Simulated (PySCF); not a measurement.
Gas-phase reaction: SbF5 → SbF3 + 2 F

Method: PySCF energies plus ideal-gas RRHO corrections (1 bar). † marks an energy on the PBE0/def2-TZVP geometry and frequencies. MP2 and CCSD(T) freeze the core. Open shells (unrestricted): F (multiplicity 2); the rest are closed-shell singlets. Spin-orbit splitting is ignored; it lowers the true energy and changes the entropy of F. Sb: scalar-relativistic def2 core potential, no spin-orbit coupling. MP2 isn't extrapolated to the basis-set limit. CCSD(T) isn't extrapolated to the basis-set limit.

```tsv
level	ΔH°(298 K), kJ
BLYP/def2-TZVP†	[?]
CCSD(T)/def2-SVP†	[?]
HF/def2-TZVP†	303
M06-2X/def2-TZVP†	[?]
MP2/def2-SVP†	[?]
MP2/def2-TZVPP†	606
PBE/def2-TZVP†	593
PBE0/def2-QZVP†	562
PBE0/def2-SVP†	508
ωB97M-V/def2-TZVP†	569
ωB97X-V/def2-TZVP†	576
```

Question: Some entries are withheld; supply them.

Answer: 
- BLYP/def2-TZVP†, ΔH°(298 K), kJ: 545
- CCSD(T)/def2-SVP†, ΔH°(298 K), kJ: 493
- M06-2X/def2-TZVP†, ΔH°(298 K), kJ: 598
- MP2/def2-SVP†, ΔH°(298 K), kJ: 559
